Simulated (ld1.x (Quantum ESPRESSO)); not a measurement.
## Scattering properties, TM potential for Cr

| Quantity | Value |
| --- | --- |
| Element | chromium |
| Generator | ld1.x (Quantum ESPRESSO) 7.5 |
| Type | norm-conserving Troullier–Martins (Kleinman–Bylander form) |
| Functional | LDA (PZ) |
| Relativity | non-relativistic |
| Frozen core | [Ne] |
| Valence charge | 14 |
| Reference configuration | 3s2 3p6 3d5 4s0 4p1 |
| Partial waves | 3s (bound): rc 1.10 bohr; 3p (bound): rc 0.85 bohr; 3d (bound): rc 2.00 bohr |
| Local potential | all-electron potential smoothed inside 0.75 bohr (lloc = -1) |
| Core correction | none |

Occupied shells without a wave of their own: 4p. They enter only through the test configuration that unscreens the potential.

The phase is arctan(r·u′/u) with u = r·R(r), unwrapped; energies in Ry, scanned from -7 to 5 Ry. A pole is an energy at which the radial function vanishes at the test radius. The pseudo phase is shifted by a multiple of π to meet the all-electron one at the reference energy, and phase errors are pseudo minus all-electron; the curves can meet again beyond the range given. Levels narrower than the energy grid can be missing from the lists of poles.

| channel | radius (bohr) | reference energy (Ry) | poles, all-electron | poles, pseudo | unbroken range about the reference energy with phases within 0.05 rad | phase error 1 Ry above the reference energy (rad) |
| --- | --- | --- | --- | --- | --- | --- |
| s | 2.21 | -5.40 | -5.33, 4.05 | -5.33, 2.56 | below -0.7 | -0.000 |
| p | 2.21 | -3.41 | -3.29 | -3.29 | the whole range | -0.000 |
| d | 2.21 | -0.33 | 0.10 | 0.11 | below 1.7 | +0.011 |

Phases in the p channel:

| E (Ry) | all-electron | pseudo |
| --- | --- | --- |
| -7.00 | 1.385 | 1.385 |
| -6.48 | 1.375 | 1.375 |
| -5.96 | 1.363 | 1.363 |
| -5.44 | 1.349 | 1.349 |
| -4.92 | 1.328 | 1.328 |
| -4.40 | 1.293 | 1.293 |
| -3.88 | 1.190 | 1.190 |
| -3.36 | -1.458 | -1.458 |
| -2.84 | -1.751 | -1.751 |
| -2.32 | -1.813 | -1.813 |
| -1.80 | -1.861 | -1.862 |
| -1.28 | -1.916 | -1.916 |
| -0.76 | -1.990 | -1.991 |
| -0.24 | -2.104 | -2.107 |
| 0.28 | -2.313 | -2.320 |
| 0.80 | -2.752 | -2.771 |
| 1.32 | -3.507 | -3.537 |
| 1.84 | -4.075 | -4.094 |
| 2.36 | -4.344 | -4.356 |
| 2.88 | -4.483 | -4.492 |
| 3.40 | -4.567 | -4.575 |
| 3.92 | -4.625 | -4.631 |
| 4.44 | -4.668 | -4.675 |
| 4.96 | -4.703 | -4.710 |
